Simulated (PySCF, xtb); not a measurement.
B2ORh, SMILES [B][Rh-][B][O] (connectivity only; charge and spin as stated), charge -1, multiplicity 1. One conformer was computed; it need not be the lowest.

Harmonic wavenumbers (cm⁻¹) from GFN2-xTB (xtb) at its own minimum, in rising order: 108, 228, 279, 346, 968, 1847.

What does B3LYP-D3(BJ)/def2-SVPD run with PySCF give at its own minimum? (Estimate from the structure and the level; the computed values follow.)

133, 321, 343, 406, 876, 1812. Paired by order, the mean absolute difference is 61 cm⁻¹ and the zero-point energies are 5.4 and 5.6 kcal/mol.
